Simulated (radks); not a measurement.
All-electron atom: the xenon ion Xe4+ in [Kr] 4d10 5s2 5p2. All-electron calculation, scalar-relativistic Kohn-Sham, exchange-only LDA, spin-polarised, spherical densities, point nucleus; open shells are filled with parallel spins first (spin-orbit coupling, left out, can overturn this in heavy ions). Program: a radial shooting solver on a logarithmic mesh with Libxc functionals.

Normalised radial functions P(r) = r R(r), r in bohr:

```
   r/bohr * 4p down, o 4d down, + 5s up (the largest magnitude, 1.3, reaches the edge; | marks zero, & curves that meet)
 0.002148                             &+
 0.003256                             & +
 0.004976                             & +
 0.007543                             o* +
  0.01143                             o *+
  0.01747                             o  +*
  0.02649                             |&    *
  0.04015                            +| o      *
  0.06135                         +   |   o     *
    0.093                         +   |     * o
   0.1421                       *     |+           o
   0.2154             *               |      +     o
   0.3266                       *     | &
    0.499             o      +        |                  *
   0.7564    o                   +    |                          *
    1.147            o                |            +*
    1.752                       o     |  *              +
    2.656                            o*       +
    4.059                             &+
    6.153                             &
```

4p down: eigenvalue -185.73 eV, 2 radial nodes at r = 0.118, 0.364 bohr, <r> = 0.764 bohr, 90 % of the charge inside 1.12 bohr. 4d down: eigenvalue -103.85 eV, 1 radial node at r = 0.343 bohr, <r> = 0.869 bohr, 90 % of the charge inside 1.32 bohr. 5s up: eigenvalue -61.616 eV, 4 radial nodes at r = 0.0331, 0.131, 0.349, 0.850 bohr, <r> = 1.71 bohr, 90 % of the charge inside 2.44 bohr.
